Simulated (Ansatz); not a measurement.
heptazine (C₆H₃N₇), SMILES C12N=CN=C3N=CN=C(N=CN=1)N32. Heavy atoms are numbered as in [CH:1]1=[N:12][C:11]2=[N:10][CH:9]=[N:8][C:7]3=[N:6][CH:5]=[N:4][C:3](=[N:2]1)[N:13]32.

All values below come from CAM-B3LYP-D3(BJ)/def2-SVP run with Ansatz (a first-principles code).

Bond lengths of the relaxed neutral molecule (Å): C1–N2 1.324, C1–N12 1.324, N2–C3 1.327, C3–N4 1.327, C3–N13 1.403, N4–C5 1.324, C5–N6 1.324, N6–C7 1.327, C7–N8 1.327, C7–N13 1.403, N8–C9 1.324, C9–N10 1.324, N10–C11 1.327, C11–N12 1.327, C11–N13 1.403.

Q: How do the bond lengths change in the relaxed cation? (An estimate is asked for; the answer gives what the named calculation found.)

A: 
```
bond     neutral (Å)  cation (Å)
-------  -----------  ----------
C1–N2          1.324       1.331
C1–N12         1.324       1.331
N2–C3          1.327       1.328
C3–N4          1.327       1.328
C3–N13         1.403       1.392
N4–C5          1.324       1.331
C5–N6          1.324       1.331
N6–C7          1.327       1.328
C7–N8          1.327       1.328
C7–N13         1.403       1.392
N8–C9          1.324       1.331
C9–N10         1.324       1.331
N10–C11        1.327       1.328
C11–N12        1.327       1.328
C11–N13        1.403       1.392
```
